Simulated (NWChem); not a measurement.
Species: BeHOI; SMILES [OH][Be][I]

```xyz
4

Be     0.0258     1.5696     0.0000
I     -0.0332    -0.6127     0.0000
O      0.0931     2.9749     0.0000
H     -0.3443     3.8306     0.0000
```
Atoms are numbered in this order, from 1.

Results from NWChem. All runs use the structure optimised with PBE-D3(BJ)/def2-SVP. def2 effective core potentials on I; no spin-orbit coupling. B3LYP is NWChem's, with the RPA form of VWN correlation. Vertical excitations in the gas phase; the lowest state need not have the same character in each row.

| level | lowest excitation, singlet (eV) | orbital gap (eV) |
|---|---|---|
| PBE/def2-SVP, TDA | 5.63 | 5.53 |
| B3LYP/def2-SVP, TDA | 5.94 | 6.88 |
| BHandHLYP/def2-SVP, TDA | 6.47 | 9.02 |
| Hartree-Fock/def2-SVP, CIS | ___ | ___ |

### Question
Some entries are withheld; supply them.

### Answer

- Hartree-Fock/def2-SVP, CIS, lowest excitation, singlet (eV): 7.16
- Hartree-Fock/def2-SVP, CIS, orbital gap (eV): 12.35
